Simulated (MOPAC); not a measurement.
MOPAC input (PM7):

```
PM7 PRECISE GNORM=0.05 LET XYZ UHF MS=0.5 GEO-OK AUX(PRECISION=9) THREADS=1
C2H8PSi

C    -1.95646900 1    0.47764100 1    0.16573800 1
Si   -0.36142300 1   -0.40935100 1   -0.30415900 1
C    -0.01793100 1   -1.82217600 1    0.89697600 1
P     1.31299500 1    1.12239300 1   -0.44117000 1
H    -2.17424600 1    1.29298200 1   -0.52503000 1
H    -2.80247900 1   -0.21243500 1    0.15994900 1
H    -1.87576500 1    0.89957700 1    1.17292000 1
H    -0.84000700 1   -2.54127800 1    0.90055700 1
H     0.89958800 1   -2.35007800 1    0.63558200 1
H     0.09443300 1   -1.42885400 1    1.91246700 1
H     1.59076000 1    1.14258100 1    0.95606500 1
H     2.31910200 1    0.15973300 1   -0.71301300 1
```

From the output:

```
                                                       MOPAC v23.2.5 Linux

          FINAL HEAT OF FORMATION =       -103.07281 KCAL/MOL =    -431.25664 KJ/MOL

          COSMO AREA              =        128.90 SQUARE ANGSTROMS
          COSMO VOLUME            =        118.86 CUBIC ANGSTROMS

          GRADIENT NORM           =          0.03335          =       0.00963 PER ATOM
          IONIZATION POTENTIAL    =          8.040700 EV
          ALPHA SOMO LUMO (EV)    =         -8.041  0.070
          BETA  SOMO LUMO (EV)    =        -11.384 -2.495
          NO. OF ALPHA ELECTRONS  =         13
          NO. OF BETA  ELECTRONS  =         12
          MOLECULAR WEIGHT        =         91.1445         POINT GROUP:  C2

          MOLECULAR DIMENSIONS (Angstroms)

            Atom       Atom       Distance
            H    12    H     7     5.22177
            H    11    H     8     4.62646
            H     6    H    10     3.41741

          SCF CALCULATIONS        =         82

   ATOM   CHEMICAL          X               Y               Z
  NUMBER   SYMBOL      (ANGSTROMS)     (ANGSTROMS)     (ANGSTROMS)

     1       C         -1.88085674  *   0.50316936  *   0.15282262  *
     2      Si         -0.10918114  *  -0.10440290  *   0.13669542  *
     3       C         -0.05865057  *  -1.83704347  *   0.84638275  *
     4       P          1.12299484  *   0.70095889  *  -0.38299271  *
     5       H         -2.01070856  *   1.59023396  *  -0.00723220  *
     6       H         -2.44012536  *  -0.02345034  *  -0.64974643  *
     7       H         -2.34703531  *   0.25765891  *   1.12723507  *
     8       H         -0.88384375  *  -2.43745611  *   0.41542551  *
     9       H          0.87982540  *  -2.39526446  *   0.66781966  *
    10       H         -0.20579450  *  -1.77072146  *   1.94557224  *
    11       H          1.44735999  *   2.17601842  *  -0.32384267  *
    12       H          2.37300622  *   0.25489993  *  -1.10617329  *

                             CARTESIAN COORDINATES

   1    C       -1.880856739     0.503169359     0.152822623
   2   Si       -0.109181144    -0.104402900     0.136695423
   3    C       -0.058650571    -1.837043472     0.846382748
   4    P        1.122994840     0.700958887    -0.382992709
   5    H       -2.010708565     1.590233961    -0.007232202
   6    H       -2.440125359    -0.023450340    -0.649746428
   7    H       -2.347035313     0.257658906     1.127235067
   8    H       -0.883843752    -2.437456115     0.415425512
   9    H        0.879825403    -2.395264457     0.667819661
  10    H       -0.205794500    -1.770721458     1.945572241
  11    H        1.447359987     2.176018424    -0.323842666
  12    H        2.373006218     0.254899928    -1.106173289

           Empirical Formula: C2 H8 Si P  =    12 atoms

      MOLECULAR POINT GROUP   :   C2

          ALPHA EIGENVALUES
 -52.16060 -26.33588 -24.87124 -17.24422 -17.16445 -15.27166 -14.59789 -14.12548
 -13.91903 -12.89671 -12.08570 -11.97662  -8.04070   0.06975   2.19256   2.38872
   3.37398   5.51885   5.53810   5.58269   5.59308   6.52309   6.58703   8.52421
  20.27415  20.75324  21.40434  22.66258  24.23282  96.50055  96.54427  97.04089
  97.14410  97.62309

           BETA EIGENVALUES
 -51.78874 -26.23965 -24.80565 -17.03007 -16.91770 -14.79898 -14.55765 -13.87150
 -13.79068 -12.59060 -11.74859 -11.38417  -2.49483   0.33965   2.42496   2.71805
   3.51568   5.56527   5.59008   5.59861   5.60981   6.53478   6.60532   9.05387
  20.40660  20.84566  21.59034  22.82600  24.27555  96.52830  96.58354  97.16821
  97.43542  97.81312

              NET ATOMIC CHARGES AND DIPOLE CONTRIBUTIONS

  ATOM NO.   TYPE          CHARGE      No. of ELECS.   s-Pop       p-Pop       d-Pop
    1          C          -0.440369        4.4404     1.03958     3.40078
    2         Si          -0.086331        4.0863     0.62064     3.17679     0.28890
    3          C          -0.440356        4.4404     1.03960     3.40076
    4          P          -0.509728        5.5097     1.54407     3.89708     0.06858
    5          H           0.163839        0.8362     0.83616
    6          H           0.173891        0.8261     0.82611
    7          H           0.169536        0.8305     0.83046
    8          H           0.169537        0.8305     0.83046
    9          H           0.163839        0.8362     0.83616
   10          H           0.173897        0.8261     0.82610
   11          H           0.231124        0.7689     0.76888
   12          H           0.231122        0.7689     0.76888
 DIPOLE           X         Y         Z       TOTAL
 POINT-CHG.    -0.092    -0.060     0.039     0.116
 HYBRID         0.072     0.047    -0.031     0.092
 SUM           -0.019    -0.013     0.008     0.024

          ATOMIC ORBITAL ELECTRON POPULATIONS

     Atom    s        px        py        pz      x^2-y^2     xz        z^2       yz        xy
    1  C   1.03958   1.08170   1.15918   1.15991
    2 Si   0.62064   0.88279   1.12048   1.17352   0.07981   0.05367   0.04203   0.04200   0.07139
    3  C   1.03960   1.16632   1.09348   1.14096
    4  P   1.54407   1.26532   1.19835   1.43341   0.02705   0.01409   0.00960   0.00637   0.01147
    5  H   0.83616
    6  H   0.82611
    7  H   0.83046
    8  H   0.83046
    9  H   0.83616
   10  H   0.82610
   11  H   0.76888
   12  H   0.76888

                    (SZ)    =    0.500000
                    (S**2)  =    0.752365

          ATOMIC ORBITAL SPIN POPULATIONS

    Atom   Total    s     px     py     pz   x^2-y^2  xz     z^2    yz     xy
         Atomic
    1  C  0.0893  0.008  0.074  0.002  0.006
    2 Si  0.4601  0.001 -0.012  0.056  0.402  0.009 -0.000  0.001  0.003 -0.000
    3  C  0.0893  0.008  0.003  0.040  0.038
    4  P  0.2975  0.003  0.079  0.019  0.189  0.000  0.003  0.002  0.000  0.001
    5  H -0.0023 -0.002
    6  H  0.0147  0.015
    7  H -0.0023 -0.002
    8  H -0.0023 -0.002
    9  H -0.0023 -0.002
   10  H  0.0147  0.015
   11  H  0.0217  0.022
   12  H  0.0217  0.022

 **********************
 *                    *
 * JOB ENDED NORMALLY *
 *                    *
 **********************

 == MOPAC DONE ==
```

The geometry given is a B3LYP-D3(BJ)/def2-TZVP minimum.
